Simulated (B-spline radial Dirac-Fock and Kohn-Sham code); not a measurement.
Z = 61 (promethium), transition energy 64.9 keV. These are calculated numbers from a B-spline atomic structure program; the model is a Dirac-Hartree-Slater potential of the neutral atom with a Latter tail (no hole, which puts coefficients of high multipoles low close above an edge), finite nucleus with surface currents. Subshells that would emit electrons below 1 keV are left out.

Q: A pure transition shows α(K) = 57.1, L1/L2 = 9.11 and L1/L3 = 3.73. What is its multipolarity?
A. M4
B. M1
C. E1
D. M2
E. E2
F. E3
G. M3
H. E4

A: D. For comparison, α(K), L1/L2, L1/L3 are E1 0.717, 3.78, 2.81; E2 3.37, 0.108, 0.0920; E3 10.9, 0.0113, 0.0104; E4 33.0, 0.0123, 0.0118; M1 4.61, 11.8, 61.6; M3 311, 6.51, 0.687; M4 1360, 4.97, 0.288.
